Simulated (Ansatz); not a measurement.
**Worked example: CH7ClSi2 + SiH(CH3)Cl → SiH2(CH3)(SiH2) + SiH(CH3)Cl2**

Species: CH7ClSi2 `C[SiH2][SiH2]Cl`, singlet; SiH(CH3)Cl, doublet; SiH2(CH3)(SiH2), doublet; SiH(CH3)Cl2, singlet. A radical takes Cl: the energy is the difference in strength between two Si–Cl bonds in different surroundings.

Shapes, held fixed at every level: PBE0-D4/def2-TZVP. Flexible molecules stand in one conformer, not always the lowest. Programs: Ansatz 0.2.0. Electronic energies: no zero-point or thermal term.

At CCSD(T)/CBS estimate; 1 Eh = 2625.50 kJ/mol:

| species | energy (Eh) |
| --- | --- |
| CH7ClSi2 | -1080.252098 |
| SiH(CH3)Cl | -789.319847 |
| SiH2(CH3)(SiH2) | -620.369631 |
| SiH(CH3)Cl2 | -1249.214501 |

Q: Work out ΔE of the reaction at this level.

A: 
1. Products less reactants: (-620.369631) + (-1249.214501) − [(-1080.252098) + (-789.319847)] = -0.012187 Eh = -32.0 kJ/mol.

Other levels give -33.6 (MP2/def2-TZVPP) to -25.7 kJ/mol (HF/def2-TZVPP). No measured value is set beside it here. Open shells run unrestricted. The CBS estimate extrapolates MP2 from def2-TZVPP and def2-QZVPP and adds CCSD(T) − MP2 in the triple-zeta set, cores frozen.
